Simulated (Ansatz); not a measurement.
`CO[Si](F)(Cl)SC`, relaxed with RKS PBE0-D4/def2-TZVP in Ansatz 0.2.0 from a GFN2-xTB geometry. The force threshold is 0.005 eV/Å; the program also tests the step.

Charge 0, multiplicity 1.

Start:

```xyz
13

C    -1.906    1.418    1.135
O    -0.502    1.437    1.043
Si    0.538    0.348    0.505
F     0.734   -0.815    1.611
Cl    2.283    1.284    0.357
S    -0.166   -0.606   -1.264
C     1.257   -1.679   -1.655
H    -2.212    0.838    2.007
H    -2.237    2.450    1.245
H    -2.344    0.982    0.237
H     1.424   -2.371   -0.837
H     2.135   -1.065   -1.825
H     0.997   -2.221   -2.558
```

| step | energy (eV) | largest force (eV/Å) | largest move (Å) |
| --- | --- | --- | --- |
| 1 | -38162.3664 | 1.361 | 0.000 |
| 2 | -38162.4248 | 0.547 | 0.100 |
| 3 | -38162.4332 | 0.272 | 0.045 |
| 4 | -38162.4364 | 0.082 | 0.039 |
| 5 | -38162.4388 | 0.142 | 0.041 |
| 6 | -38162.4421 | 0.153 | 0.101 |
| 7 | -38162.4434 | 0.090 | 0.023 |
| 8 | -38162.4456 | 0.096 | 0.059 |
| 9 | -38162.4460 | 0.091 | 0.045 |
| 10 | -38162.4466 | 0.086 | 0.034 |
| 11 | -38162.4468 | 0.038 | 0.017 |
| 12 | -38162.4470 | 0.018 | 0.009 |
| 13 | -38162.4470 | 0.011 | 0.005 |
| 14 | -38162.4471 | 0.009 | 0.008 |
| 15 (rejected) | -38162.4450 | 0.289 | 0.012 |
| 16 | -38162.4471 | 0.006 | 0.006 |
| 17 | -38162.4471 | 0.013 | 0.016 |
| 18 | -38162.4471 | 0.015 | 0.017 |
| 19 | -38162.4471 | 0.019 | 0.019 |
| 20 | -38162.4471 | 0.011 | 0.004 |
| 21 | -38162.4472 | 0.005 | 0.004 |
| 22 | -38162.4472 | 0.002 | 0.007 |
| 23 | -38162.4472 | 0.002 | 0.011 |

End:

```xyz
13

C    -1.886    1.346    1.155
O    -0.512    1.562    0.884
Si    0.550    0.449    0.406
F     0.653   -0.736    1.465
Cl    2.382    1.323    0.377
S    -0.016   -0.345   -1.452
C     1.217   -1.676   -1.593
H    -2.012    0.729    2.048
H    -2.345    2.319    1.328
H    -2.387    0.861    0.312
H     1.122   -2.382   -0.770
H     2.225   -1.264   -1.626
H     1.009   -2.186   -2.532
```

It took 65 s on 2 threads of an AMD EPYC 7R13 on a shared host and a share of an NVIDIA H100 80 GB, with 0.99 GiB of host memory at the peak.
